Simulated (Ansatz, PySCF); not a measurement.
C4H7FO2, SMILES [C@H]1(O)C([C@@H](C1)O)F. Atoms are numbered in the order given.

```xyz
14

O     -1.5347    -0.2612     1.2377
C     -1.0712    -0.4936    -0.0712
C      0.1513    -1.4358    -0.0435
C      1.0635    -0.1950     0.0735
O      2.2733    -0.2688    -0.6226
C     -0.0999     0.6208    -0.5167
F     -0.3576     1.8711     0.0141
H     -1.7819     0.6738     1.2905
H     -1.8955    -0.7485    -0.7622
H      0.3108    -1.9403    -1.0078
H      0.1749    -2.1656     0.7764
H      1.1923     0.0839     1.1346
H      2.8139     0.4967    -0.3890
H     -0.0070     0.7050    -1.6117
```

The structure is a stationary point at B3LYP-D3(BJ)/def2-SVP. The structure was generated by enumeration; whether it is a known compound was not checked. Other conformers were not sampled.

Two levels are set side by side: PBE-D3(BJ)/def2-SVP (Ansatz, a first-principles code) and B3LYP-D3(BJ)/def2-SVP (Ansatz). Each level has its own optimised geometry; the coordinates shown are those of the second. Frequencies come from the Hessian of PySCF at each geometry. Differences are taken from unrounded values.

```json
[
 {"quantity": "mean bond length (Å)", "B3LYP-D3(BJ)": "1.272"},
 {"quantity": "bond O1–C2 (Å)", "B3LYP-D3(BJ)": "1.408"},
 {"quantity": "bond C2–C3 (Å)", "B3LYP-D3(BJ)": "1.544"},
 {"quantity": "bond C2–C6 (Å)", "B3LYP-D3(BJ)": "1.544"},
 {"quantity": "bond C3–C4 (Å)", "B3LYP-D3(BJ)": "1.544"},
 {"quantity": "bond C4–O5 (Å)", "B3LYP-D3(BJ)": "1.398"},
 {"quantity": "bond C4–C6 (Å)", "B3LYP-D3(BJ)": "1.539"},
 {"quantity": "bond C6–F7 (Å)", "B3LYP-D3(BJ)": "1.383"},
 {"quantity": "bond O1–H8 (Å)", "B3LYP-D3(BJ)": "0.968"},
 {"quantity": "bond C2–H9 (Å)", "B3LYP-D3(BJ)": "1.105"},
 {"quantity": "bond C3–H10 (Å)", "B3LYP-D3(BJ)": "1.100"},
 {"quantity": "bond C3–H11 (Å)", "B3LYP-D3(BJ)": "1.098"},
 {"quantity": "bond C4–H12 (Å)", "B3LYP-D3(BJ)": "1.105"},
 {"quantity": "bond O5–H13 (Å)", "B3LYP-D3(BJ)": "0.966"},
 {"quantity": "bond C6–H14 (Å)", "B3LYP-D3(BJ)": "1.102"},
 {"quantity": "highest harmonic wavenumber (cm⁻¹)", "B3LYP-D3(BJ)": "3820"},
 {"quantity": "mean harmonic wavenumber (cm⁻¹)", "B3LYP-D3(BJ)": "1366"},
 {"quantity": "zero-point energy (kcal/mol)", "B3LYP-D3(BJ)": "70.31"}
]
```

What does PBE-D3(BJ) give, and how far is it from B3LYP-D3(BJ)? (The exact figures need the calculation; the answer reports its results.)


| quantity | PBE-D3(BJ) | PBE-D3(BJ) minus B3LYP-D3(BJ) |
|---|---|---|
| mean bond length (Å) | 1.279 | 0.007 |
| bond O1–C2 (Å) | 1.414 | 0.006 |
| bond C2–C3 (Å) | 1.546 | 0.003 |
| bond C2–C6 (Å) | 1.548 | 0.004 |
| bond C3–C4 (Å) | 1.547 | 0.003 |
| bond C4–O5 (Å) | 1.402 | 0.004 |
| bond C4–C6 (Å) | 1.545 | 0.006 |
| bond C6–F7 (Å) | 1.391 | 0.008 |
| bond O1–H8 (Å) | 0.978 | 0.010 |
| bond C2–H9 (Å) | 1.115 | 0.010 |
| bond C3–H10 (Å) | 1.108 | 0.008 |
| bond C3–H11 (Å) | 1.106 | 0.008 |
| bond C4–H12 (Å) | 1.114 | 0.009 |
| bond O5–H13 (Å) | 0.974 | 0.008 |
| bond C6–H14 (Å) | 1.111 | 0.009 |
| highest harmonic wavenumber (cm⁻¹) | 3713 | -107 |
| mean harmonic wavenumber (cm⁻¹) | 1326 | -40 |
| zero-point energy (kcal/mol) | 68.26 | -2.05 |

GGA bonds tend to be longer and softer than those of functionals with exact exchange. Differences between two approximate levels are no errors against the true value.
